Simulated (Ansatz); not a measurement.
Reaction (atomization): `CSB(Cl)Cl` → B• + C• + 2 Cl• + 3 H• + S•

Isolated molecules relaxed with PBE0-D4/def2-TZVP in Ansatz; ΔE leaves out vibrations. CCSD(T)/CBS is the MP2 limit (def2-TZVPP, def2-QZVPP) plus CCSD(T) − MP2 in def2-TZVPP, frozen cores. This one scheme is used for every species, atoms too. Functionals use def2-TZVPP. No spin–orbit coupling; open shells (•) take unrestricted orbitals. Spin–orbit coupling would lower the free atoms: a little for B, C, Cl, S. One conformer a species, not always the lowest.

| level | ΔE (eV) |
| --- | --- |
| LDA (SPW92) | 34.77 |
| ωB97X-V | 30.21 |
| r2SCANh | 30.26 |
| BHLYP | 28.83 |

(1) What does CCSD(T)/CBS give? (An estimate is asked.)

Largest T1 diagnostic among the species: 0.014.

Answers

(1) Computed: +29.99 eV. The listed levels differ from it by 4.78, 0.22, 0.27, -1.16 eV.

From PBE to PBE0 (25 % exact exchange), in def2-TZVPP and without D4, ΔE moves by −0.46 eV: exact exchange takes away binding that semilocal exchange gives to molecules. The D4 term adds +0.40 eV with B3LYP and +0.21 eV with PBE0; it sums over pairs of atoms, weighted by their polarisabilities, and B3LYP, whose exchange is more repulsive, gets the larger term.

B3LYP here is the variant with VWN-RPA as its local correlation; programs differ in this.

For atomizations the MP2-based limit and the directly extrapolated one differ by several kJ/mol either way, and by 10 to 25 for some Ge, Se and Sn compounds, so smaller differences from it don't rank the levels.
